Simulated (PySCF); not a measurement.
## Correlation energy of N⁺ (nitrogen, charge +1)

[He] 2s1 2p3, high-spin 5S determinant (an excited configuration). Computed with PySCF 2.14 in aug-cc-pCVQZ-DK (9s8p6d4f2g, 109 functions), with the spin-free X2C one-electron Hamiltonian (Gaussian nucleus). Frozen: nothing; 6 electrons correlated.

MP2 pair energies summed by pair of shells (mhartree):

```
 pair  energy  share (%)
1s-1s  -39.63       47.1
2p-2p  -23.70       28.2
1s-2p  -11.49       13.7
2s-2p   -6.36        7.6
1s-2s   -2.90        3.4
```

Total MP2 correlation energy: -84.07 mhartree.

Same-spin part -35.09 and opposite-spin part -48.98 mhartree; SCS-MP2 scales them by 1/3 and 6/5 to -70.48 mhartree.
